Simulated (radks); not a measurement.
Spin polarisation of the 2p4 shell in O. Start: [He] 2s2 2p(up 2, down 2); electrons of 2p are moved from spin down to spin up, other shells keep equal spins. All-electron calculation, scalar-relativistic Kohn-Sham, SCAN, spin-polarised, spherical densities, finite nucleus; meta-GGA in the generalised Kohn-Sham scheme; Fermi nuclear charge, rms radius of each element as measured or else 0.836 A^(1/3) + 0.57 fm. Program: a radial shooting solver on a logarithmic mesh with Libxc functionals.

[
 {"moment (Bohr magnetons)": "0", "E - E(0) (eV)": "0.000", "e(2p up) (eV)": "-9.301", "e(2p down) (eV)": "-9.301", "2s down minus up (eV)": "0.000"},
 {"moment (Bohr magnetons)": "0.5", "E - E(0) (eV)": "-0.145", "e(2p up) (eV)": "-9.798", "e(2p down) (eV)": "-8.752", "2s down minus up (eV)": "1.053"},
 {"moment (Bohr magnetons)": "1", "E - E(0) (eV)": "-0.530", "e(2p up) (eV)": "-10.243", "e(2p down) (eV)": "-8.151", "2s down minus up (eV)": "2.112"},
 {"moment (Bohr magnetons)": "1.5", "E - E(0) (eV)": "-1.184", "e(2p up) (eV)": "-10.636", "e(2p down) (eV)": "-7.493", "2s down minus up (eV)": "3.183"},
 {"moment (Bohr magnetons)": "2", "E - E(0) (eV)": "-2.104", "e(2p up) (eV)": "-10.973", "e(2p down) (eV)": "-6.776", "2s down minus up (eV)": "4.273"}
]

At moment 2 the spin-polarisation energy is -2.104 eV and the 2p exchange splitting 4.197 eV, that is 2.099 eV per Bohr magneton; E = -I m^2/4 would give I = 2.104 eV.
